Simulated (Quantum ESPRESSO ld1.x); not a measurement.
Values are calculated unless marked as measured or tabulated.
Q: These are the eigenvalues of the occupied orbitals of an atom or ion with whole-number occupations (Ry). Level of theory: scalar-relativistic Kohn-Sham, LDA (Slater exchange, Perdew-Wang correlation), spin-polarised, spherical densities, point nucleus (ld1.x of Quantum ESPRESSO 7.5).

orbital  eigenvalue
1s up    -5106.2446
1s down  -5106.2434
2s up     -883.5073
2s down   -883.4987
2p up     -773.2515
2p down   -773.2440
3s up     -205.3721
3s down   -205.3680
3p up     -172.7284
3p down   -172.7239
3d up     -135.1275
3d down   -135.1211
4s up      -44.3144
4s down    -44.3055
4p up      -33.6029
4p down    -33.5937
4d up      -20.0286
4d down    -20.0173
5s up       -8.3450
5s down     -8.2679
5p up       -5.6738
5p down     -5.5755
4f up       -4.9763
4f down     -4.9548
5d up       -2.6280
6p up       -1.7317

Which element is it, and in what charge state? The configuration may be excited. Open shells, if any, are filled with parallel spins first.

A: Z = 74, tungsten, charge +3: W3+ in [Xe] 4f14 5d2 6p1. The list shows which subshells hold electrons but not how many an open one holds; the 1s level, -2553.1 hartree, gives Z - s = 71.5 by -(Z - s)^2/2, which with screening and relativity narrows Z to a few neighbours, and the depths of the outer levels then fix element, charge and occupations together.
